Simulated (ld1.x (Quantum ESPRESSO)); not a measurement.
# iodine (I): ultrasoft pseudisation with PBE, scalar-relativistic reference atom.

Input for ld1.x (Quantum ESPRESSO) 7.5:

```
&input
   title='I', zed=53., rel=1, dft='PBE', iswitch=3,
   config='[Kr] 4d10 5s2 5p5',
   nld=2, rlderiv=1.70, eminld=-3.0, emaxld=5.0, deld=0.02
 /
 &inputp
   pseudotype=3, tm=.true., lloc=-2, rcloc=1.05,
   nlcc=.true., new_core_ps=.true., rcore=0.80,
   file_pseudopw='I.UPF', file_wfcaegen='ae.wfc', file_wfcncgen='nc.wfc', file_beta='beta', file_chi='chi', file_wfcusgen='us.wfc'
 /
4
5S  1  0   2.00   0.00  1.15  1.55  0.0
5S  1  0   0.00   2.25  1.15  1.55  0.0
5P  2  1   5.00   0.00  0.80  0.95  0.0
5P  2  1   0.00   0.75  0.80  0.95  0.0
 &test
   configts(1)='5s2 5p5'
 /
```

Command:

```bash
ld1.x < I.in > I.out
```

The program printed (shortened: banner, matrices, multipoles, cross overlaps and the repeated all-electron block are left out):

```
[... start of the log left out ...]
      Integrated core pseudo-charge :  22.75

      Wfc   5S  rcut= 1.138  Using Troullier-Martins method
      Wfc-us  5S rcutus= 1.537  Estimated cut-off energy=    17.81 Ry

      Wfc   5S  rcut= 1.138  Using Troullier-Martins method
      Wfc-us  5S rcutus= 1.537  Estimated cut-off energy=    22.48 Ry

      Wfc   5P  rcut= 0.802  Using Troullier-Martins method
      Wfc-us  5P rcutus= 0.956  Estimated cut-off energy=   129.55 Ry

      Wfc   5P  rcut= 0.802  Using Troullier-Martins method
      Wfc-us  5P rcutus= 0.956  Estimated cut-off energy=   136.40 Ry

       Warning: n=1, l=0 expected 0 nodes, found 1
       Setting wfc to zero for this iteration
       (This warning will only be printed once per wavefunction)

       Zero norm: self consistency problem; state:  1 (l=  0, j=0.0)

       Warning: n=2, l=1 expected 0 nodes, found 1
       Setting wfc to zero for this iteration
       (This warning will only be printed once per wavefunction)

       Zero norm: self consistency problem; state:  2 (l=  1, j=0.0)

     ------------------- End of pseudopotential generation -------------------

     Computing logarithmic derivative in   1.70912

 %%%%%%%%%%%%%%%%%%%%%%%%%%%%%%%%%%%%%%%%%%%%%%%%%%%%%%%%%%%%%%%%%%%%%%%%%%%%%%
     Error in routine run_pseudo (1):
     Errors in PS-KS equation
 %%%%%%%%%%%%%%%%%%%%%%%%%%%%%%%%%%%%%%%%%%%%%%%%%%%%%%%%%%%%%%%%%%%%%%%%%%%%%%

     stopping ...
```

The run stopped because the pseudo-atom solver did not find the valence states with the expected number of nodes, which is the usual sign of a ghost state.

The run took about 0.75 s on one core of a shared server CPU.
